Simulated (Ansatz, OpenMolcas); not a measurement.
## How basis sets differ on CH6Sn (SMILES [CH3][SnH3])

CH6Sn has 8 atoms, charge 0, and is taken as a singlet. SMILES: `[CH3][SnH3]`. The coordinates come from a PBE0-D4/def2-TZVP relaxation.

Quantity: the HOMO–LUMO gap, in eV. The values are calculated.

```
                       level          kind     program  value (eV)
        HF/ANO-RCC-MB (DKH2)  Hartree–Fock  OpenMolcas       17.54
                   HF/STO-3G  Hartree–Fock      Ansatz       21.35
                    HF/3-21G  Hartree–Fock  OpenMolcas       14.98
HF/def2-SVP (core potential)  Hartree–Fock      Ansatz       14.66
```

All-electron rows without a relativistic Hamiltonian named are non-relativistic, while core potentials hold scalar relativity, so basis and relativity change together. The values span 14.66 to 21.35 eV. A Hartree–Fock LUMO above zero doesn't converge with the basis: it sinks as sets grow more diffuse. Orbital gaps aren't excitation energies.
